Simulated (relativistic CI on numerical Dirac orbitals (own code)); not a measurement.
**Pt3+: resonant inelastic scattering at the L2,3 edge**

Computed with this model: Dirac-Coulomb-Breit CI, KLI orbitals optimised for each configuration, model QED (radiative potential, 1s self-energy scaled to tabulated hydrogen-like ionisation energies), valence Slater integrals scaled by 0.7, Kramers-Heisenberg scattering through one core-hole configuration in a parametric crystal field; configurations [Xe] 4f14 5d7 → [He] 2s2 2p5 3s2 3p6 3d10 4s2 4p6 4d10 4f14 5s2 5p6 5d8; 300 K; core-hole width 5 eV; summed over polarisations. Incident energies are the highest absorption maxima for each field (at most a few, so the weaker spin-orbit partner edge can be absent), on the computed scale of the free ion. Intensities are in per cent of the strongest line above 0.02 eV; levels within 1 cm⁻¹ are merged; final levels count from the ground level, the first row holds all elastic scattering, lines under 0.4 are left out and each table stops after 24 rows. The scale of the Slater integrals is a model choice and moves the terms in proportion.

Field parameters in Wybourne normalisation: Oh B⁴₀ = 21Dq, B⁴₄ = √(5/14) B⁴₀. The field is a parameter set, without covalency.

S is read from ⟨S²⟩ = S(S + 1).

Oh, 10Dq = 7000 cm⁻¹:

```
Final level (eV)  Degeneracy  Irrep     S  11562.3 eV
           0.000           2     Γ6  1.41       535.4
           0.071           4     Γ8  1.32       100.0
           0.306           4     Γ8  1.26        35.6
           1.129           4     Γ8  1.05        12.1
           1.181           2     Γ7  1.45         2.6
           1.410           4     Γ8  1.24         6.6
           1.588           2     Γ7  1.16         3.7
           1.591           2     Γ6  1.43        14.3
           1.742           4     Γ8  1.16        19.6
           1.925           4     Γ8  1.04        15.9
           2.112           4     Γ8  0.80         7.7
           2.239           2     Γ7  1.42         4.6
           2.427           4     Γ8  1.28        15.9
           2.438           2     Γ6  0.69         5.8
           2.613           2     Γ6  0.80         0.4
           2.652           4     Γ8  1.39         4.1
           2.839           2     Γ6  0.93         7.7
           2.855           4     Γ8  0.75         2.6
           2.890           2     Γ7  0.81         1.5
           3.115           4     Γ8  0.70        14.7
           3.214           4     Γ8  0.60         2.4
           3.233           2     Γ7  0.55         5.9
           3.318           2     Γ6  0.55         5.2
           3.750           4     Γ8  1.00         2.1
```

Oh, 10Dq = 15850 cm⁻¹:

| Final level (eV) | Degeneracy | Irrep | S | 11562.3 eV |
| --- | --- | --- | --- | --- |
| 0.000 | 4 | Γ8 | 0.91 | 621.6 |
| 0.333 | 2 | Γ6 | 1.45 | 23.8 |
| 0.612 | 4 | Γ8 | 1.35 | 100.0 |
| 1.437 | 2 | Γ7 | 1.48 | 13.4 |
| 1.618 | 4 | Γ8 | 1.21 | 10.2 |
| 1.654 | 4 | Γ8 | 0.90 | 91.7 |
| 2.233 | 2 | Γ7 | 0.82 | 13.5 |
| 2.398 | 4 | Γ8 | 0.75 | 67.6 |
| 2.475 | 2 | Γ6 | 0.95 | 20.5 |
| 2.600 | 4 | Γ8 | 0.99 | 32.2 |
| 2.793 | 4 | Γ8 | 1.29 | 8.3 |
| 3.039 | 2 | Γ6 | 1.00 | 4.5 |
| 3.099 | 2 | Γ6 | 0.90 | 10.4 |
| 3.224 | 2 | Γ7 | 1.32 | 10.8 |
| 3.412 | 4 | Γ8 | 1.24 | 5.2 |
| 3.656 | 2 | Γ7 | 1.06 | 10.6 |
| 3.739 | 4 | Γ8 | 1.13 | 8.9 |
| 4.045 | 2 | Γ6 | 0.96 | 1.1 |
| 4.081 | 4 | Γ8 | 1.10 | 3.3 |
| 4.213 | 2 | Γ7 | 0.93 | 0.8 |
| 4.237 | 4 | Γ8 | 0.81 | 2.7 |
| 4.417 | 4 | Γ8 | 0.81 | 8.9 |
| 4.522 | 2 | Γ6 | 0.65 | 2.2 |
| 4.709 | 2 | Γ7 | 0.55 | 4.6 |

For the first field the strongest loss at the lowest incident energy is the level at 0.07 eV (S = 1.32, against 1.40 in the thermal ground state). Levels of other spin, the first over 8 % at 3.12 eV, appear because spin-orbit coupling of the core hole, and in heavier ions of the valence shell too, mixes spins.
